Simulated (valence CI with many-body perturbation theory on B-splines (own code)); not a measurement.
## Sb XIII: E2, M1 decay

Calculated by relativistic CI+MBPT: three valence electrons over a frozen Dirac-Fock core [Kr], a basis of 9 s, 9 p, 10 d, 8 f, 5 g, 3 h, 1 i functions for each j, with the one-electron correlation potential Σ1, the two-electron term Σ2, the three-electron term Σ3, Breit, model QED; selected CI, second order for the rest, scaled by the run's own slope (own B-spline code, finite nucleus).

No measured levels were compared; by estimate terms of the open shell hold to 2 to 4 % of their energy, and close levels can change places. Core correlation moves these levels by up to 3200 cm⁻¹, and in measured spectra 5 to 20 % of such shifts remained as error; rates that hang on mixing are uncertain with them. The list stops below the first excitations out of the core. Only levels of the ground parity were solved; by the run's estimate the other parity begins above the list, which can be wrong where configurations are misplaced.

Lines 51 to 71 of 71 in falling wavelength, among levels below 55.506 eV, chosen from the decays that carry over 1 % of a level's rate. Wavelengths and rates use the calculated energies, so an error of 2000 cm⁻¹ moves a line at 2054 Å by 4.1 % and its rate by three times that or more. Electric multipoles are in the length gauge, E1 and E2 with the static RPA response of the core. Weak lines are less certain than strong ones. Lines between different terms over intervals too small for the method are left out, as are lines whose strength nearly cancels. The highest levels of a list are the least certain.

Names give the largest LS component (configuration and term), which can be under half, so a name can repeat, a term be missing and a line seem to break the LS rules; names also repeat where a configuration has a term twice. Letters in brackets count levels of one name in rising energy.

| λ vac (Å) | Upper | Lower | Type | A (s⁻¹) | Branch % |
| --- | --- | --- | --- | --- | --- |
| 2054 | 4d³ ²F_7/2 | 4d³ ⁴F_7/2 | M1 | 1.73e+00 | 2.9 |
| 1982 | 4d³ ²D_5/2 [a] | 4d³ ⁴F_3/2 | M1 | 2.23e+00 | 2.0 |
| 1954 | 4d³ ²P_3/2 | 4d³ ⁴F_5/2 | M1 | 3.99e+01 | 23.1 |
| 1943 | 4d³ ²D_3/2 [b] | 4d³ ²P_1/2 | M1 | 5.35e+00 | 2.1 |
| 1846 | 4d³ ²D_3/2 [b] | 4d³ ²D_3/2 [a] | M1 | 1.72e+01 | 6.8 |
| 1833 | 4d³ ²D_5/2 [b] | 4d³ ²D_3/2 [a] | M1 | 9.34e+01 | 23.3 |
| 1811 | 4d³ ²F_7/2 | 4d³ ⁴F_5/2 | M1 | 8.15e+00 | 13.6 |
| 1809 | 4d³ ²F_5/2 | 4d³ ⁴F_5/2 | M1 | 9.05e-01 | 1.8 |
| 1721 | 4d³ ²P_3/2 | 4d³ ⁴F_3/2 | M1 | 1.20e+01 | 7.0 |
| 1680 | 4d³ ²D_3/2 [b] | 4d³ ⁴P_5/2 | M1 | 6.24e+00 | 2.5 |
| 1669 | 4d³ ²D_5/2 [b] | 4d³ ⁴P_5/2 | M1 | 1.13e+02 | 28.2 |
| 1608 | 4d³ ²D_3/2 [b] | 4d³ ²G_7/2 | E2 | 1.63e+01 | 6.5 |
| 1608 | 4d³ ²F_5/2 | 4d³ ⁴F_3/2 | M1 | 1.95e+01 | 40.0 |
| 1598 | 4d³ ²D_5/2 [b] | 4d³ ²G_7/2 | M1 | 1.55e+01 | 3.9 |
| 1453 | 4d³ ²D_3/2 [b] | 4d³ ⁴P_1/2 | M1 | 1.09e+01 | 4.3 |
| 1403 | 4d³ ²D_3/2 [b] | 4d³ ⁴P_3/2 | M1 | 3.33e+01 | 13.2 |
| 1403 | 4d³ ²D_3/2 [b] | 4d³ ⁴P_3/2 | E2 | 3.13e+00 | 1.2 |
| 1307 | 4d³ ²D_5/2 [b] | 4d³ ⁴F_9/2 | E2 | 4.57e+00 | 1.1 |
| 1222 | 4d³ ²D_5/2 [b] | 4d³ ⁴F_7/2 | M1 | 2.82e+01 | 7.0 |
| 1136 | 4d³ ²D_3/2 [b] | 4d³ ⁴F_5/2 | M1 | 3.05e+01 | 12.1 |
| 1054 | 4d³ ²D_3/2 [b] | 4d³ ⁴F_3/2 | M1 | 5.78e+00 | 2.3 |
